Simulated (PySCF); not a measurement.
F2H2HfS2, SMILES [Hf]([SH])([F])([F])[SH], multiplicity 1.

Geometry optimised at B3LYP-D3(BJ)/def2-SVP. The geometry has at least one imaginary mode, so it is a saddle point at that level. The spin state was assumed, not searched. The def2 effective core potentials stand for the cores of Hf; spin–orbit coupling is left out. Other conformers were not sampled.

These are B3LYP-D3(BJ)/def2-SVP (PySCF) values and carry that method's errors.

Frequencies are harmonic and unscaled.

Task: List the normal modes with their intensities. (Estimate from the structure and the level; the computed values follow.)

Result: 
```
mode  ν (cm⁻¹)  IR (km/mol)  Raman (Å⁴/amu)  depolarisation  moving atoms (share of kinetic energy)
----  --------  -----------  --------------  --------------  --------------------------------------
1         170i          0.0             4.3            0.75                                  H 94 %
2          91i         47.8             0.0               –                                  H 98 %
3           81          1.3             1.6            0.74                         S 81 %, Hf 13 %
4          108          6.8             0.7            0.75                 F 40 %, S 36 %, Hf 22 %
5          135          0.0             1.5            0.75                          F 70 %, S 28 %
6          136         10.5             0.1            0.75                 F 70 %, S 16 %, Hf 11 %
7          165          9.4             0.7            0.49                                  F 92 %
8          346         17.5            17.8            0.10                 S 77 %, H 12 %, Hf 10 %
9          366         66.1             2.4            0.75                         S 72 %, Hf 24 %
10         477         45.5             0.2            0.75                                  H 93 %
11         492          0.0            16.8            0.72                          H 85 %, S 13 %
12         663         95.5             0.3            0.75                         F 87 %, Hf 13 %
13         668         94.9             7.6            0.07                                  F 91 %
14        2646          5.5            81.5            0.75                                  H 97 %
15        2646          0.1           206.3            0.16                                  H 97 %
```
